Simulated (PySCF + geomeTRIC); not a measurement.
Species: [Mo(OH)2(CH3)4] (charge 0, multiplicity 1).

Problem. Give a relaxed geometry from BP86-D3(BJ)/def2-SVP (PySCF + geomeTRIC).

Solution. This is not unique; one that fits is the end point of this relaxation, one of several conformers.
Z-matrix (Å, degrees):
```
Mo
O 1 1.8846
H 2 0.9776 1 126.52
O 1 1.8952 2 101.74 3 -111.95
H 4 0.9768 1 125.96 2 143.09
C 1 2.1268 2 94.91 3 152.85
H 6 1.1048 1 117.58 2 -68.65
H 6 1.1089 7 110.11 1 127.42
H 6 1.1147 7 110.24 8 120.40
C 1 2.1948 2 141.86 3 -27.84
H 10 1.1031 1 118.01 2 84.99
H 10 1.1122 11 108.96 1 125.41
H 10 1.1156 11 108.25 12 118.84
C 1 2.2070 2 76.70 3 14.52
H 14 1.1036 1 117.84 2 170.35
H 14 1.1116 15 108.59 11 151.24
H 14 1.1159 15 108.45 16 118.64
C 1 2.2074 2 119.85 3 78.65
H 18 1.1055 1 115.67 2 -102.64
H 18 1.1096 19 108.89 11 94.50
H 18 1.1136 19 108.35 20 116.62
```
